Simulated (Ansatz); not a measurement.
A geometry optimisation of GeH2Si with r2SCAN-D4/def2-SVP

The starting geometry of this gas-phase singlet was optimised with GFN2-xTB.

```xyz
4

Ge    0.5124   -0.6054    1.0608
Si   -0.1797    0.6714   -0.6093
H    -0.5199    1.4746   -1.8063
H     1.7049   -0.9679    0.0068
```

Task: Predict what becomes of its bonds when it is optimised with r2SCAN-D4/def2-SVP.

Result: A new bond forms, giving a structure with H4 bridging Si2 and Ge1, given below by its coordinates. Distances that change by over a tenth: Ge1–H4 (1.63 → 1.84 Å). Contacts that close: Si2–H4 (2.57 → 1.63 Å).

The energy falls by 0.79 eV over 10 steps:

| step | E − E(last) (eV) |
| --- | --- |
| 1 | 0.791 |
| 2 | 0.595 |
| 3 | 0.428 |
| 4 | 0.193 |
| 5 | 0.047 |
| 6 | 0.013 |
| 7 | 0.001 |
| 8 | 0.000 |
| 9 | 0.000 |
| 10 | 0.000 |

Final geometry (Å):

```yaml
atoms:
  - { symbol: Ge, position_ang: [0.5437, -0.7172, 1.2522] }
  - { symbol: Si, position_ang: [-0.0955, 0.5202, -0.4149] }
  - { symbol: H, position_ang: [-0.1634, 1.1946, -1.7542] }
  - { symbol: H, position_ang: [1.2329, -0.4249, -0.4310] }
```

Frequencies at the end are all real (lowest 212 cm⁻¹). Run with Ansatz 0.2.0, 34 s on 1 thread of AMD EPYC (Zen 3) (shared host).
